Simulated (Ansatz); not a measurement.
Z-matrix (Å, degrees):
```
B
C 1 1.549
Se 1 2.614 2 116.5
C 1 1.534 2 122.9 3 -46.7
H 1 1.200 2 120.3 3 134.5
C 2 1.336 1 124.0 3 50.2
H 2 1.088 1 118.4 3 -131.8
H 4 1.087 1 133.1 2 -86.1
H 6 1.086 2 122.3 1 178.2
H 6 1.087 2 121.6 1 -2.8
```

Total charge 0; spin multiplicity 1.

**Question.** List the ωB97M-V/def2-TZVPP orbital energies in eV (Ansatz 0.2.0). (Estimate.)

**Answer.** The calculation gave: Occupied: -12368.16, -1588.45, -1423.21, -1423.19, -1423.13, -283.15, -281.98, -281.25, -217.90, -187.95, -160.83, -160.80, -160.56, -60.79, -60.76, -60.56, -60.55, -60.50, -24.74, -24.10, -19.47, -18.94, -16.74, -15.55, -14.56, -13.18, -12.31, -11.80, -10.76, -10.07, -8.56. Lowest empty: -0.65, 0.13, 2.44, 2.89, 3.19, 3.71, 3.85, 4.03.
